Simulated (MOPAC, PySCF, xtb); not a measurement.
Precursor series W Cl-OH. All species are isolated molecules in the gas phase. One relaxed conformer stands for each flexible species; it need not be the lowest.

Quantity: redistribution energy (mixed species minus the weighted end members), in kJ/mol. Semi-empirical values (MOPAC) are differences of heats of formation.

Level 1: B3LYP-D3(BJ)/def2-TZVP // BP86-D3(BJ)/def2-SVP (PySCF)
Level 2: PBE-D3(BJ)/def2-TZVP // BP86-D3(BJ)/def2-SVP (PySCF)
Level 3: GFN2-xTB (xtb)
Level 4: PM6 // BP86-D3(BJ)/def2-SVP (MOPAC)

| species | level 1 | level 2 | level 3 | level 4 |
|---|---|---|---|---|
| 1 of 6 Cl replaced by OH: [W(Cl)5(OH)] | 1.01 | [?] | -22.02 | -111.1 |
| 3 of 6 Cl replaced by OH: [W(Cl)3(OH)3] | [?] | -27.62 | -77.6 | -127.8 |
| 2 of 6 Cl replaced by OH: [W(Cl)4(OH)2] | -6.28 | 0.14 | [?] | -206.9 |
| 4 of 6 Cl replaced by OH: [W(Cl)2(OH)4] | -20.29 | -14.59 | -69.9 | -135.0 |
| 5 of 6 Cl replaced by OH: [W(Cl)(OH)5] | [?] | -18.72 | -49.8 | -55.9 |

### Question
Fill in the missing entries.

### Answer

- 1 of 6 Cl replaced by OH: [W(Cl)5(OH)], level 2: 3.53
- 3 of 6 Cl replaced by OH: [W(Cl)3(OH)3], level 1: -29.80
- 2 of 6 Cl replaced by OH: [W(Cl)4(OH)2], level 3: -59.0
- 5 of 6 Cl replaced by OH: [W(Cl)(OH)5], level 1: -19.22
